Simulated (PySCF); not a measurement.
# Reading the logs of faulty runs: CFH3Si

These are calculations, not measurements. The program is PySCF 2.14.0, an open-source quantum chemistry code, run on an isolated molecule that a program drew, which may never have been made. The molecule is CFH3Si (charge 0, singlet), drawn as the SMILES string `C=[SiH]F`.

Each row is a Hartree-Fock (HF) and frozen-core CCSD(T) single point in the cc-pV(D+d)Z basis, meant for a local HF minimum. Run 1 is clean. Each other run has one planted mistake out of seven kinds, and not every kind appears here: one electron removed, one electron added, multiplicity raised by two, geometry at a saddle point, minimal basis STO-3G, one bond length entered in bohr, all coordinates scaled. The reference is restricted for singlets and unrestricted otherwise, and also for a bond in bohr. Adding or removing an electron swaps singlet and doublet. Electrons count all cores. HOMO and LUMO are orbital energies over both spins, the gradient is its largest component, and the lowest frequency (negative if imaginary) is given only where the gradient is small. Bond lengths are over the 5 bonds as drawn. T1 is the CCSD diagnostic: over 0.02 (restricted) or 0.045 (unrestricted) a single reference is doubtful.

Geometry of the clean run:
```xyz
6
CFH3Si, angstrom
C    -2.1175   -1.7524   -0.9005
Si   -0.5835   -1.0909   -0.7901
F     0.0053   -0.0079   -1.8153
H    -2.8338   -1.5012   -1.6723
H    -2.4348   -2.4802   -0.1619
H     0.4403   -1.3723    0.2129
```

| run | electrons | basis functions | <S^2> | HOMO (eV) | LUMO (eV) | gradient (hartree/bohr) | lowest frequency (cm^-1) | mean bond (Å) | longest bond (Å) | T1 | HF (hartree) | CCSD(T) (hartree) | mistake |
|---|---|---|---|---|---|---|---|---|---|---|---|---|---|
| 1 | 32 | 66 | 0.000 | -8.84 | 2.87 | 2.7e-05 | 284 | 1.3810 | 1.674 | 0.0139 | -427.98464 | -428.44452 | no fault |
| 2 | 31 | 66 | 0.756 | -18.71 | -6.77 | 9.1e-02 | - | 1.3810 | 1.674 | 0.0152 | -427.70713 | -428.12297 | one electron removed |
| 3 | 32 | 66 | 0.000 | -8.64 | 2.31 | 3.9e-02 | - | 1.4708 | 1.783 | 0.0160 | -427.96102 | -428.43299 | all coordinates scaled |
| 4 | 32 | 22 | 0.000 | -5.83 | 7.75 | 3.1e-02 | - | 1.3810 | 1.674 | 0.0160 | -422.69853 | -422.86495 | minimal basis STO-3G |
| 5 | 32 | 66 | 2.031 | -5.60 | 0.71 | 1.3e-01 | - | 1.3810 | 1.674 | 0.0140 | -427.89055 | -428.31547 | ? |
| 6 | 32 | 66 | 0.965 | -8.35 | 2.14 | 1.8e-02 | - | 1.5736 | 2.046 | 0.0688 | -427.85104 | -428.30355 | ? |

**Which mistake was planted in run 5, and what did it cost?**

Electrons, basis and geometry are unchanged, and <S^2> is 2.031, beside S(S+1) = 2.00 for a multiplicity of 3. So the mistake is: multiplicity raised by two. Subtracting run 1 and multiplying by 627.51 kcal/mol a hartree, the energy moved by 59.0 kcal/mol in HF and 81.0 kcal/mol in CCSD(T).

**Which mistake was planted in run 6, and what did it cost?**

The mean bond changes by a factor of 1.139 and the longest by 1.222, so the molecule wasn't scaled as a whole. A length L in bohr read as angstrom grows by (1/0.5292 - 1) L = 0.890 L. The 5 bonds together grew by 5 x 0.1926 = 0.963 Å, which gives L = 1.082 Å. That is the length of one of the C-H bonds, 1.083 Å in the clean geometry. So the mistake is: one bond length entered in bohr. Subtracting run 1 and multiplying by 627.51 kcal/mol a hartree, the energy moved by 83.8 kcal/mol in HF and 88.5 kcal/mol in CCSD(T).

Cautions from the logs. Run 6: T1 is over the limit, so its CCSD(T) energy is less reliable.
